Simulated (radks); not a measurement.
Species: the rhenium ion Re2+. Configuration: [Xe] 4f14 5d4 7p1 (not the ground configuration). All-electron calculation, Dirac Kohn-Sham, PBEsol, spin-unpolarised, spherical densities, point nucleus; open shells fill j = l - 1/2 first. Program: a radial shooting solver on a logarithmic mesh with Libxc functionals.

Normalised radial functions P(r) = r R(r) (large component), r in bohr:

```
   r/bohr * 4f5/2, o 5d3/2, + 5d5/2 (the largest magnitude, 1.32, reaches the edge; | marks zero, & curves that meet)
0.0009286                             &
 0.001289                             &
  0.00179                             &
 0.002484                             &
 0.003421                             &
 0.004749                             &
 0.006593                             &
 0.009152                             &
   0.0127                             &
  0.01764                             &
  0.02448                             &o
  0.03399                             *&
  0.04718                             * &
  0.06497                             |* +o
  0.09019                             |  * &
   0.1252                             |    & *
   0.1738                             | o+        *
   0.2413                          o+ |                   *
   0.3349                     o+      |                         *
    0.465                      +o     |                          *
   0.6455                             |+o                   *
    0.896                             |          +o *
    1.234                             |      *         &
    1.713                             |  *            &
    2.378                             |*        o+
    3.301                             *   o+
    4.582                             *&
    6.361                             &
    8.831                             &
    12.26                             &
    17.02                             &
```

4f5/2: eigenvalue -67.931 eV, 0 radial nodes, <r> = 0.576 bohr, 90 % of the charge inside 0.946 bohr. 5d3/2: eigenvalue -28.499 eV, 2 radial nodes at r = 0.205, 0.608 bohr, <r> = 1.66 bohr, 90 % of the charge inside 2.53 bohr. 5d5/2 (empty): eigenvalue -27.404 eV, 2 radial nodes at r = 0.209, 0.622 bohr, <r> = 1.71 bohr, 90 % of the charge inside 2.60 bohr.
